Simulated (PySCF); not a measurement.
Zn(Me)2 (C2H6Zn), SMILES [CH3][Zn][CH3]. Atoms are numbered in the order given.

```xyz
9

Zn     0.0000     0.0000     0.0000
C      0.0000     0.0000    -1.9343
H      0.8821     0.5223    -2.3428
H     -0.8934     0.5028    -2.3428
H      0.0112    -1.0251    -2.3428
C      0.0000     0.0000     1.9343
H      0.8821    -0.5223     2.3428
H     -0.8934    -0.5028     2.3428
H      0.0112     1.0251     2.3428
```

Geometry optimised at r2SCAN-D4/def2-SVP. A frequency run showed that this geometry is not a minimum. The isomer is the one that the SMILES or the coordinates give; other isomers of the formula were not compared.

These are ωB97X/def2-TZVPD in PySCF values and carry that method's errors.

Isolated molecule, no solvent.

Computed frontier levels, gap, dipole moment and polarisability:
| Quantity | Value |
|---|---|
| highest occupied level | -9.55 eV |
| lowest empty level | 1.31 eV |
| orbital gap | 10.86 eV |
| dipole moment | 0.00 D |
| quadrupole, principal values (traceless, Buckingham form, about the centre of nuclear charge) | -6.45, 3.23, 3.23 D·Å |
| mean static polarisability | 52.0 bohr³ (7.70 Å³) |
| polarisability, principal values | 43.8, 43.8, 68.4 bohr³ |
